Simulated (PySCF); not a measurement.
Work out the structure from these simulated measurements.

Formula: C3H6N2O3SSi.

* Triplet: lowest triplet excitation (Tamm–Dancoff): 4.09 eV [TDA CAM-B3LYP/def2-SVPD]
* Valence photoelectron: vertical ionisation energy: 9.67 eV [ΔSCF CAM-B3LYP/def2-SVPD]
* UV, strongest line: among the 10 lowest singlet transitions: S7 at 7.64 eV (162 nm, f = 0.179) [TDDFT CAM-B3LYP/def2-SVPD]
* 13C NMR: chemical shifts (computed TMS as zero) by class: 136.3 (1 C), 128.6 (1 C), 125.8 (1 C) ppm [GIAO KT3/pcSseg-1]
* Rotational structure: rotational constants A, B, C: 1.461, 0.984, 0.672 GHz [PBE0-D3(BJ)/def2-SVP]
* 1H NMR: chemical shifts (computed TMS as zero) by class: 7.51 (1 H), 7.24 (1 H), 4.92 (3 H), 4.41 (1 H) ppm [GIAO KT3/pcSseg-1]

Gas-phase values; electronic properties from PySCF, density fitting. Levels stand in brackets. Isolated species at its PBE0-D3(BJ)/def2-SVP geometry (one conformer only). NMR classes are plain means over equivalent atoms (diastereotopic ones count apart unless rotation or inversion swaps them), as if these changed places fast.

Problem. Propose a structure and show how it fits.

Solution. Numbering: `[O:1]=[S:2](=[O:3])([OH:4])[c:5]1[cH:6][n:7][cH:8][n:9]1[SiH3:10]`. 3 carbons fall into 3 classes; from least to most shielded: aromatic CH next to a ring nitrogen [C8] (136.3 ppm), aromatic CH next to a ring nitrogen [C6] (128.6 ppm), substituted aromatic carbon [C5] (125.8 ppm). Hydrogen classes from least to most shielded: 1 H on an aromatic CH next to a ring nitrogen, C6 (7.51 ppm), 1 H on an aromatic CH next to a ring nitrogen, C8 (7.24 ppm), 3 H on an SiH3 silicon, Si10 (4.92 ppm), 1 H on a hydroxyl oxygen, O4 (4.41 ppm). The first electron is taken from the HOMO, whose largest Löwdin shares are 0.29 on the substituted aromatic carbon, 0.19 on each of 2 atoms of one kind (aromatic CH next to a ring nitrogen) and 0.09 on the pyrrole-type nitrogen. The optimised geometry has point group C1 and is an asymmetric top. Structure: `O=S(=O)(O)c1cncn1[SiH3]`. The assignments are read from this structure; whether some other isomer fits the data as well wasn't checked.

Shape of the structure used: `[O:1]=[S:2](=[O:3])([OH:4])[c:5]1[cH:6][n:7][cH:8][n:9]1[SiH3:10]`: O1–S2–C5–C6 151°, H–O4–S2–O1 -160°.
